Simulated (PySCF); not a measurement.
PySCF input for Zn(SH) (HSZn), SMILES [SH][Zn+], charge +1, TDA-PBE/def2-TZVPD. Geometry optimised at B3LYP-D3(BJ)/def2-TZVP. The spin state was assumed, not searched. The isomer is the one that the SMILES or the coordinates give; other isomers of the formula were not compared.

```python
import numpy as np
from pyscf import gto, scf, dft, tdscf

mol = gto.M(
    atom='''
    Zn    0.00184358    0.78732106    0.00000000
    S    -0.08265873   -1.38381613    0.00000000
    H     1.26723224   -1.47857376    0.00000000
    ''',
    basis='def2-TZVPD',
    charge=1,
    spin=0,
    symmetry=True,
    max_memory=1600,
    verbose=4,
)
mf = dft.RKS(mol, xc='pbe').density_fit(auxbasis='def2-universal-jkfit')
mf.grids.level = 3
mf.conv_tol = 1e-9
mf.max_cycle = 100
mf.kernel()
mf.grids = dft.Grids(mol).set(level=1).build(with_non0tab=True)  # coarser grid for the response kernel
td = tdscf.TDA(mf)
td.singlet = True
td.nstates = 10
td.conv_tol = 1e-4
td.positive_eig_threshold = 1e-6
td.kernel(x0=td.get_init_guess(mf, 15))
td.analyze()
tt = tdscf.TDA(mf)
tt.singlet = False
tt.nstates = 4
tt.conv_tol = 1e-4
tt.positive_eig_threshold = 1e-6
tt.kernel(x0=tt.get_init_guess(mf, 9))
tt.analyze(verbose=3)
```

It prints:

```
PySCF version 2.14.0

[INPUT] verbose = 4
[INPUT] num. atoms = 3
[INPUT] num. electrons = 46
[INPUT] charge = 1
[INPUT] spin (= nelec alpha-beta = 2S) = 0
[INPUT] symmetry True subgroup None
[INPUT] Mole.unit = angstrom
[INPUT] Symbol           X                Y                Z      unit          X                Y                Z       unit  Magmom
[INPUT]  1 Zn     0.001843580000   0.787321060000   0.000000000000 AA    0.003483861289   1.487821175502   0.000000000000 Bohr   0.0
[INPUT]  2 S     -0.082658730000  -1.383816130000   0.000000000000 AA   -0.156202361504  -2.615033492456   0.000000000000 Bohr   0.0
[INPUT]  3 H      1.267232240000  -1.478573760000   0.000000000000 AA    2.394721869819  -2.794099461368   0.000000000000 Bohr   0.0

nuclear repulsion = 129.277034794204
point group symmetry = Cs
symmetry origin: [-1.60827756e-09 -1.60827754e-09  0.00000000e+00]
symmetry axis x: [ 1.00000000e+00 -1.70306207e-09  0.00000000e+00]
symmetry axis y: [1.70306207e-09 1.00000000e+00 0.00000000e+00]
symmetry axis z: [0. 0. 1.]
num. orbitals of irrep A' = 72
num. orbitals of irrep A" = 34
number of shells = 38
number of NR pGTOs = 181
number of NR cGTOs = 106
basis = def2-TZVPD
ecp = {}


[settings echo left out]
init E= -2177.43591733447
HOMO (A") = -0.266656312773803  LUMO (A') = -0.149120561750852  gap/eV = 3.19831
cycle= 1 E= -2177.20250594296  delta_E= 0.233  |g|= 1.49  |ddm|= 1.78
HOMO (A') = -0.41537436853568  LUMO (A") = -0.401684166289867  gap/eV = 0.37253
cycle= 2 E= -2175.4486234568  delta_E= 1.75  |g|= 3.67  |ddm|= 3.73
HOMO (A") = -0.511537276007639  LUMO (A') = -0.407806861257047  gap/eV = 2.82265
cycle= 3 E= -2177.40979377676  delta_E= -1.96  |g|= 0.479  |ddm|=  3.4
HOMO (A") = -0.401971101935631  LUMO (A') = -0.400502483641077  gap/eV = 0.03996
cycle= 4 E= -2177.2784653822  delta_E= 0.131  |g|= 0.686  |ddm|= 1.45
HOMO (A") = -0.450597798358995  LUMO (A') = -0.407743860064627  gap/eV = 1.16612
cycle= 5 E= -2177.4610472126  delta_E= -0.183  |g|= 0.0493  |ddm|= 1.04
HOMO (A") = -0.448994269566144  LUMO (A') = -0.410607703135401  gap/eV = 1.04455
cycle= 6 E= -2177.46170345403  delta_E= -0.000656  |g|= 0.0306  |ddm|= 0.102
HOMO (A") = -0.448138227335491  LUMO (A') = -0.409243156783312  gap/eV = 1.05839
cycle= 7 E= -2177.46200655386  delta_E= -0.000303  |g|= 0.0085  |ddm|= 0.0417
HOMO (A") = -0.448173995831262  LUMO (A') = -0.409450872858862  gap/eV = 1.05371
cycle= 8 E= -2177.46201867441  delta_E= -1.21e-05  |g|= 0.00237  |ddm|= 0.00684
HOMO (A") = -0.448192876497552  LUMO (A') = -0.409589283161676  gap/eV = 1.05046
cycle= 9 E= -2177.4620198799  delta_E= -1.21e-06  |g|= 0.000744  |ddm|= 0.00233
HOMO (A") = -0.448185888687377  LUMO (A') = -0.409637975945532  gap/eV = 1.04894
cycle= 10 E= -2177.46202004846  delta_E= -1.69e-07  |g|= 0.000313  |ddm|= 0.000965
HOMO (A") = -0.448173273202384  LUMO (A') = -0.409625439691897  gap/eV = 1.04894
cycle= 11 E= -2177.46202006006  delta_E= -1.16e-08  |g|= 1.52e-05  |ddm|= 0.00018
HOMO (A") = -0.448170975744658  LUMO (A') = -0.409624560786128  gap/eV = 1.04890
cycle= 12 E= -2177.46202006014  delta_E= -7.5e-11  |g|= 5.4e-06  |ddm|= 2.87e-05
HOMO (A") = -0.448172708209881  LUMO (A') = -0.409624840363254  gap/eV = 1.04894
Extra cycle  E= -2177.4620200601  delta_E= 4.37e-11  |g|= 1.2e-05  |ddm|= 2.49e-05
converged SCF energy = -2177.4620200601
tot grids = 16232
Overwritten attributes  positive_eig_threshold  of <class 'pyscf.tdscf.rks.TDA'>


******** <class 'pyscf.tdscf.rks.TDA'> for <class 'pyscf.df.df_jk.DFSymAdaptedRKS'> ********
nstates = 10 singlet
deg_eia_thresh = 1.000e-03
wfnsym = None
conv_tol = 0.0001
eigh lindep = 1e-12
eigh level_shift = 0
eigh max_cycle = 100


Excitation energies (eV)
[1.26332929 4.44610034 4.86972673 5.14923526 6.6543438  6.8582897
 7.74493411 7.85470142 8.11586094 8.40997594]

** Singlet excitation energies and oscillator strengths **
Excited State   1:   A"      1.26333 eV    981.41 nm  f=0.0024
      23 -> 24        0.70667
Excited State   2:   A'      4.44610 eV    278.86 nm  f=0.0804
      21 -> 24       -0.35930
      22 -> 24       -0.53570
      23 -> 26        0.27771
Excited State   3:   A"      4.86973 eV    254.60 nm  f=0.0002
      23 -> 25        0.70636
Excited State   4:   A'      5.14924 eV    240.78 nm  f=0.0235
      21 -> 24       -0.55040
      22 -> 24        0.15263
      23 -> 26       -0.41287
Excited State   5:   A'      6.65434 eV    186.32 nm  f=0.5359
      16 -> 24       -0.11830
      17 -> 24        0.11437
      21 -> 24       -0.23018
      21 -> 25       -0.16513
      22 -> 24        0.33600
      22 -> 25       -0.22712
      23 -> 26        0.44846
Excited State   6:   A"      6.85829 eV    180.78 nm  f=0.0127
      23 -> 27        0.70250
Excited State   7:   A"      7.74493 eV    160.08 nm  f=0.0072
      22 -> 26        0.23787
      23 -> 28        0.66341
Excited State   8:   A'      7.85470 eV    157.85 nm  f=0.2253
      16 -> 24        0.19731
      22 -> 24       -0.11217
      22 -> 25       -0.63349
      23 -> 26       -0.11959
Excited State   9:   A"      8.11586 eV    152.77 nm  f=0.1190
      18 -> 24       -0.17653
      21 -> 26        0.16478
      22 -> 26        0.60692
      23 -> 28       -0.23330
      23 -> 29       -0.10028
Excited State  10:   A'      8.40998 eV    147.43 nm  f=0.0008
      20 -> 24        0.69906

** Transition electric dipole moments (AU) **
state          X           Y           Z        Dip. S.      Osc.
  1         0.0000      0.0000      0.2811      0.0790      0.0024
  2        -0.1359     -0.8482     -0.0000      0.7379      0.0804
  3         0.0000     -0.0000      0.0378      0.0014      0.0002
  4        -0.1121      0.4170      0.0000      0.1864      0.0235
  5        -0.1918      1.8030      0.0000      3.2874      0.5359
  6        -0.0000     -0.0000      0.2746      0.0754      0.0127
  7         0.0000     -0.0000     -0.1944      0.0378      0.0072
  8        -0.6791     -0.8424     -0.0000      1.1707      0.2253
  9        -0.0000     -0.0000      0.7737      0.5986      0.1190
 10        -0.0296     -0.0552     -0.0000      0.0039      0.0008

** Transition velocity dipole moments (imaginary part, AU) **
state          X           Y           Z        Dip. S.      Osc.
  1         0.0000      0.0000     -0.0004      0.0000      0.0000
  2        -0.0117      0.0400      0.0000      0.0017      0.0071
  3         0.0000      0.0000     -0.0148      0.0002      0.0008
  4        -0.0218      0.0096     -0.0000      0.0006      0.0020
  5        -0.0383      0.1171     -0.0000      0.0152      0.0414
  6        -0.0000     -0.0000      0.1092      0.0119      0.0315
  7         0.0000     -0.0000     -0.0834      0.0070      0.0163
  8        -0.0554     -0.0812      0.0000      0.0097      0.0223
  9        -0.0000     -0.0000      0.0916      0.0084      0.0188
 10        -0.0013     -0.0053     -0.0000      0.0000      0.0001

** Transition magnetic dipole moments (imaginary part, AU) **
state          X           Y           Z
  1        -0.3002      0.0306     -0.0000
  2        -0.0000     -0.0000     -0.3429
  3        -0.0643     -0.2424      0.0000
  4         0.0000      0.0000     -0.2662
  5         0.0000      0.0000      0.0062
  6         0.2552      0.3172      0.0000
  7        -0.1916      0.0764      0.0000
  8        -0.0000      0.0000     -0.2716
  9        -0.0416     -0.1225     -0.0000
 10        -0.0000      0.0000     -0.0236


******** <class 'pyscf.tdscf.rks.TDA'> for <class 'pyscf.df.df_jk.DFSymAdaptedRKS'> ********
nstates = 4 triplet
deg_eia_thresh = 1.000e-03
wfnsym = None
conv_tol = 0.0001
eigh lindep = 1e-12
eigh level_shift = 0
eigh max_cycle = 100


Excitation energies (eV)
[0.8062749  2.79396376 4.48255439 4.73397782]

** Triplet excitation energies and oscillator strengths **
Excited State   1:   A"      0.80627 eV   1537.74 nm  f=0.0000
Excited State   2:   A'      2.79396 eV    443.76 nm  f=0.0000
Excited State   3:   A'      4.48255 eV    276.59 nm  f=0.0000
Excited State   4:   A"      4.73398 eV    261.90 nm  f=0.0000
```

The run converged.

Cost: very roughly 17 core-seconds.
